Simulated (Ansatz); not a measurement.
`C[SiH](Cl)N=C=O` + H₂ → `C[SiH2]Cl` + `N=C=O` at 298.15 K and 1 bar (hydrogenolysis of the Si–N bond).

Calculated with Ansatz (gas phase, PBE0-D4/def2-TZVP geometries, no zero-point term in ΔE). CCSD(T)/CBS adds triple-zeta CCSD(T) − MP2 to the extrapolated MP2 energy (def2 sets, frozen cores). This one scheme is used for every species. One conformer a species, not always the lowest.

```tsv
species	CCSD(T)/CBS energy (Eh)	H − E (kJ/mol)	S (J/(mol·K))
`C[SiH](Cl)N=C=O`	-957.35236	184.8	379.8
H₂	-1.17544	35.1	130.4
`C[SiH2]Cl`	-789.97638	160.6	298.1
`N=C=O`	-168.51995	67.5	238.3
```

H − E and S are ideal-gas, rigid-rotor, harmonic terms from PBE0-D4/def2-TZVP, for one conformer and one mirror image of each species. The MP2-based limit puts H₂ 0.8 mEh under its directly extrapolated value; such offsets cancel only in part. 1 Eh = 2625.50 kJ/mol, R = 8.31446 J/(mol·K).

Question: By hand: ΔE, ΔH, ΔS and ΔG.

Answer: ΔE = (-789.97638) + (-168.51995) − (-957.35236) − (-1.17544) = 0.03147 Eh = 82.6 kJ/mol. Δ(H − E) = 160.6 + 67.5 − 184.8 − 35.1 = 8.2, so ΔH = 90.8 kJ/mol. ΔS = 298.1 + 238.3 − 379.8 − 130.4 = 26.2 J/(mol·K). ΔG = 90.8 − 298.15 × (26.2)/1000 = 83.0 kJ/mol.

Question: By hand: the equilibrium constant, and the temperature at which ΔG would vanish if ΔH and ΔS stayed fixed.

Answer: log₁₀ K = −ΔG/(RT ln 10) = -14.5. ΔG = 0 at ΔH/ΔS = 3466 K, far beyond where these terms or the molecules hold.

ΔH outweighs TΔS. A doubt of 5 kJ/mol in ΔE shifts log₁₀ K by 0.9 here. Other conformers and mirror images would add mixing entropy, several J/(mol·K) or more a flexible species. Modes under 60 cm⁻¹, often nearly free rotors, make the harmonic entropy too high. These are equilibria of isolated gas molecules and say nothing of rates. Largest T1 diagnostic: 0.018 (customary marks: 0.02 for closed shells, 0.045 for open ones).
